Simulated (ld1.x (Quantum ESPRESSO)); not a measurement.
## LDA (PZ) PAW dataset for Cu (Z = 29), non-relativistic all-electron reference.

```json
{
 "Element": "Cu",
 "Generator": "ld1.x (Quantum ESPRESSO) 7.5",
 "Type": "PAW",
 "Functional": "LDA (PZ)",
 "Relativity": "non-relativistic",
 "Frozen core": "[Ne]",
 "Valence charge": "19",
 "Reference configuration": "3s2 3p6 3d9 4s2 4p0",
 "Partial waves": "3s (bound): rcut 1.00, rcutus 1.35 bohr; 4s (bound): rcut 1.00, rcutus 1.35 bohr; 3p (bound): rcut 1.05, rcutus 1.25 bohr; 4p (bound, empty): rcut 1.05, rcutus 1.25 bohr; 3d (bound): rcut 0.95, rcutus 1.25 bohr; 3d channel at 3.45 Ry: rcut 0.95, rcutus 1.25 bohr",
 "Local potential": "all-electron potential smoothed inside 0.95 bohr (lloc = -1)",
 "Core correction": "Bessel-smoothed model core inside 1.10 bohr",
 "Augmentation charge": "BESSEL, radius 0.90 bohr"
}
```

All-electron outer shells of the reference configuration (LDA (PZ), non-relativistic, ld1.x):

```json
{"shell": "2p", "level (eV)": "-917.04", "outermost node (bohr)": "–", "outermost maximum (bohr)": "0.16"}
{"shell": "3s", "level (eV)": "-115.85", "outermost node (bohr)": "0.29", "outermost maximum (bohr)": "0.62"}
{"shell": "3p", "level (eV)": "-76.33", "outermost node (bohr)": "0.26", "outermost maximum (bohr)": "0.62"}
{"shell": "3d", "level (eV)": "-10.18", "outermost node (bohr)": "–", "outermost maximum (bohr)": "0.59"}
{"shell": "4s", "level (eV)": "-5.91", "outermost node (bohr)": "0.90", "outermost maximum (bohr)": "2.19"}
{"shell": "4p", "level (eV)": "-1.33", "outermost node (bohr)": "0.97", "outermost maximum (bohr)": "3.10"}
```

Calculated quality:

* Largest excitation error: -23 meV (all-electron minus pseudo) for 3s2 3p6 3d9 4s0 4p0, out of 7 test configurations
* Lowest eigenvalue of the overlap operator: -3.33 (p channel); it is negative, so in a basis up to 400 Ry S is not positive definite and the file is unfit for use

The ghost test of this file was not conclusive. Its overlap operator is not positive definite in a basis up to 400 Ry (lowest eigenvalue s -0.01, p -3.33), so the file is unfit for use: the generalised eigenproblem breaks down once the basis is large enough, and its test numbers describe a broken file.

Generation and tests took about 4 s on one core of a shared server CPU.
